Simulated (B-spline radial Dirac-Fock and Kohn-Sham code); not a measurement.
# Kohn-Sham estimates against Dirac-Fock for the levels of K⁹⁺

System: potassium as K⁹⁺ in the configuration [He] 2s2 2p6.

The density-functional columns are spherical, spin-unpolarised Dirac-Kohn-Sham results without Breit or QED terms: −ε is minus the orbital energy of the initial state and ΔSCF the difference of two total energies. The reference in the last column comes from Dirac-Fock (average of configuration) total-energy differences with a finite nucleus, the Breit interaction including its frequency dependence, and self-energy and vacuum-polarisation corrections. All numbers are from a radial atomic solver, in eV; a selection of levels is shown.

```csv
level,LDA −ε,LDA ΔSCF,Dirac-Fock
K,3717.6,3839.2,3832.0
L1,544.5,573.1,585.6
L2,476.0,507.8,504.9
L3,473.0,504.6,502.0
```

For the outermost level NIST gives 503.67 ± 0.07 eV (semi-empirical); the differences from it are LDA −ε -30.71, LDA ΔSCF +0.93, Dirac-Fock -1.69 eV.

Values without a named source are computed, but for edge energies of neutral atoms, which are taken from tables.
